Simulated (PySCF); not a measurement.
1-methyl-2-(1-methylpyrrol-2-yl)pyrrole (C10H12N2), SMILES Cn1cccc1-c1cccn1C. Atoms are numbered in the order given.

```xyz
24

C     -2.0120    -1.5347     0.7258
N     -0.6692    -1.7088     0.2123
C     -0.0476    -2.9266     0.0718
C      1.2224    -2.7197    -0.4333
C      1.3743    -1.3192    -0.6134
C      0.1895    -0.7035    -0.2108
C     -0.1895     0.7035    -0.2108
C     -1.3743     1.3192    -0.6134
C     -1.2224     2.7197    -0.4333
C      0.0476     2.9266     0.0718
N      0.6692     1.7088     0.2123
C      2.0120     1.5347     0.7258
H     -2.0814    -0.5909     1.2823
H     -2.7624    -1.5128    -0.0820
H     -2.2502    -2.3681     1.4015
H     -0.5615    -3.8446     0.3485
H      1.9571    -3.4917    -0.6523
H      2.2401    -0.8058    -1.0245
H     -2.2401     0.8058    -1.0245
H     -1.9571     3.4917    -0.6523
H      0.5615     3.8446     0.3485
H      2.0814     0.5909     1.2823
H      2.2502     2.3681     1.4015
H      2.7624     1.5128    -0.0820
```

Geometry: B3LYP-D3(BJ)/def2-SVP. One conformer was computed; it need not be the lowest.

Two levels are set side by side: PBE/pcSseg-1 (PySCF) and PBE0/pcSseg-1 (PySCF). GIAO shifts against NH3 (¹⁵N), TMS (¹H), TMS (¹³C) at the same level; non-relativistic, no solvent, atoms listed together averaged. Differences are taken from unrounded values.

```csv
quantity,PBE0
"δ(¹³C) of C1, C12 (ppm)",38.0
"δ(¹⁵N) of N2, N11 (ppm)",181.3
"δ(¹³C) of C3, C10 (ppm)",128.9
"δ(¹³C) of C4, C9 (ppm)",115.8
"δ(¹³C) of C5, C8 (ppm)",117.6
"δ(¹³C) of C6, C7 (ppm)",132.4
"δ(¹H) of H16, H21 (ppm)",6.95
"δ(¹H) of H17, H20 (ppm)",6.68
"δ(¹H) of H18, H19 (ppm)",6.48
```

Problem. What does PBE give, and how far is it from PBE0? (An estimate is asked for; the answer gives what the named calculation found.)

Solution. 
```tsv
quantity	PBE	PBE minus PBE0
δ(¹³C) of C1, C12 (ppm)	38.5	0.6
δ(¹⁵N) of N2, N11 (ppm)	185.0	3.6
δ(¹³C) of C3, C10 (ppm)	125.6	-3.3
δ(¹³C) of C4, C9 (ppm)	113.7	-2.1
δ(¹³C) of C5, C8 (ppm)	115.1	-2.4
δ(¹³C) of C6, C7 (ppm)	129.9	-2.5
δ(¹H) of H16, H21 (ppm)	6.79	-0.16
δ(¹H) of H17, H20 (ppm)	6.55	-0.13
δ(¹H) of H18, H19 (ppm)	6.35	-0.13
```

Rough cost on one machine, each run with all the roots and properties that it gave: PBE0 against PBE within a factor of 2.
